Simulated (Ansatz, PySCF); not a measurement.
Molecule: C3H9Si, charge 0, multiplicity 2. It need not be the lowest isomer of its formula. 
Coordinates optimised at B3LYP-D3(BJ)/def2-TZVP (Ansatz, a first-principles code):
```xyz
13

C     -0.8521     1.4972    -0.4999
Si     0.0757     0.1268     0.4047
C      1.7245    -0.2103    -0.4467
C     -0.9666    -1.4447     0.4429
H     -1.0560     1.1966    -1.5338
H     -1.8079     1.7151    -0.0204
H     -0.2706     2.4203    -0.5286
H      2.2834    -0.9962     0.0641
H      1.5567    -0.5348    -1.4798
H      2.3488     0.6844    -0.4745
H     -1.1720    -1.7866    -0.5777
H     -1.9243    -1.2757     0.9381
H     -0.4524    -2.2512     0.9685
```
Charge 0, spin multiplicity 2.

Wanted: atomisation energy (electronic, to ground-state atoms), in kcal/mol. Valence correlation only, unless marked. Open shells are spin-unrestricted. No spin-orbit coupling. No relativistic terms. The coupled-cluster limit lacks core correlation, which all-electron functionals hold. CBS(X,Y): correlation extrapolated as X^-3; Hartree-Fock from the larger set. [CCSD(T)-MP2]/basis is that difference in the basis named.

```tsv
level	program	atomisation energy (kcal/mol)
HF/aug-cc-pV(D+d)Z	Ansatz	860.5
HF/aug-cc-pV(T+d)Z	Ansatz	875.6
HF-D3(BJ)/def2-TZVPD	PySCF + dftd3	922.2
PBE/def2-TZVPD	Ansatz	1145.7
revPBE-D4/def2-TZVPD	Ansatz + dftd4	1131.9
r2SCAN-D4/def2-TZVPD	Ansatz + dftd4	1143.7
B97M-V/def2-TZVPD	Ansatz	1140.4
PBE0/def2-TZVP	Ansatz	1138.0
PBE0/def2-TZVPD	Ansatz	1138.3
BHLYP-D3(BJ)/def2-TZVPD	Ansatz + dftd3	1122.0
BHLYP/def2-TZVPD	Ansatz	1113.5
LC-wPBE-D4/def2-TZVPD	Ansatz + dftd4	1142.8
wB97X-V/def2-TZVPD	Ansatz	1139.9
B2PLYP-D4/def2-TZVPD	Ansatz + dftd4	1127.1
B2PLYP/def2-TZVPD	Ansatz	1123.1
MP2/aug-cc-pV(D+d)Z	Ansatz	1073.6
SCS-MP2/STO-3G	Ansatz	1232.3
CCSD/6-31G	Ansatz	976.6
CCSD/cc-pV(D+d)Z	Ansatz	1049.5
CCSD(T)/6-31G	Ansatz	980.8
RI-MP2/CBS(cc-pV(T+d)Z,cc-pV(Q+d)Z)+[CCSD(T)-MP2]/cc-pV(T+d)Z	Ansatz	1139.0
```
